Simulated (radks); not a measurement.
Values are calculated unless marked as measured or tabulated.
Ca I, 20 electrons, occupied as [Ar] 4s2 (the NIST ground configuration).

Code: a radial shooting solver on a logarithmic mesh with Libxc functionals. Model: non-relativistic Kohn-Sham, PBE, spin-polarised, spherical densities, point nucleus.

Energy parts (hartree):
| part | energy |
|---|---|
| total | -677.34882 |
| kinetic | 676.67174 |
| electron-nucleus | -1603.58642 |
| Hartree | 285.35827 |
| exchange-correlation | -35.79241 |

Orbitals (lengths in bohr, moments of r in powers of bohr):
1s: occ. 2; eigenvalue (hartree) -144.3495; <r^4> 0.0001658
2s: occ. 2; eigenvalue (hartree) -15.09176; <r^4> 0.04494
2p: occ. 6; eigenvalue (hartree) -12.29102; <r^4> 0.03714
3s: occ. 2; eigenvalue (hartree) -1.71569; <r^4> 3.966
3p: occ. 6; eigenvalue (hartree) -1.03115; <r^4> 6.502
4s: occ. 2; eigenvalue (hartree) -0.13793; <r^4> 570.9

The highest occupied level is 4s at -3.753 eV. Summed over all electrons, <r^2> = 53.09 bohr^2, which gives a Langevin (diamagnetic) susceptibility term of -42 x 10^-6 cm^3/mol. The electron density at the nucleus is 5327 e/bohr^3. The density falls to 0.001 e/bohr^3 at r = 5.09 bohr.
